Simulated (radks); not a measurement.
Excited configurations of the fluorine ion F3+: one electron is placed in a higher orbital outside [He] 2s2 2p1. The ground configuration is [He] 2s2 2p2. Calculated with a radial shooting solver on a logarithmic mesh with Libxc functionals: scalar-relativistic Kohn-Sham, PBE, spin-unpolarised, spherical densities, finite nucleus; Fermi nuclear charge, rms radius 2.8976 fm. Excitation = E - E(ground); binding = E(ion) - E, where the ion is the core of charge +4; n* = 4/sqrt(2 binding) in atomic units, and the quantum defect is n - n*.

\begin{tabular}{lrrrrrr}
outer orbital & excitation (eV) & binding (eV) & n* & quantum defect & eigenvalue (eV) & <r> (bohr) \\ \hline
4p & 69.200 & 16.602 & 3.621 & 0.379 & -14.672 & 4.757 \\
4f & 72.165 & 13.637 & 3.995 & 0.005 & -11.600 & 4.462 \\
5s & 74.681 & 11.121 & 4.424 & 0.576 & -9.973 & 7.454 \\
5p & 75.463 & 10.339 & 4.589 & 0.411 & -9.239 & 7.785 \\
6p & 78.745 & 7.056 & 5.554 & 0.446 & -6.350 & 11.54 \\
7s & 80.414 & 5.387 & 6.357 & 0.643 & -4.878 & 15.46 \\
7f & 81.125 & 4.676 & 6.823 & 0.177 & -4.189 & 16.32 \\
\end{tabular}

The Delta-SCF ionisation energy is 85.802 eV (NIST Atomic Spectra Database: 87.18 eV, semi-empirical). Self-interaction in the functional shifts the binding energies and quantum defects, so they are the method's values and not measured ones. Spin polarisation and multiplet splitting are left out, so open shells lie too high by an amount that depends on their filling.

Beside tabulated values, note that spin-unpolarised runs miss the spin-polarisation part of the exchange energy of open shells.
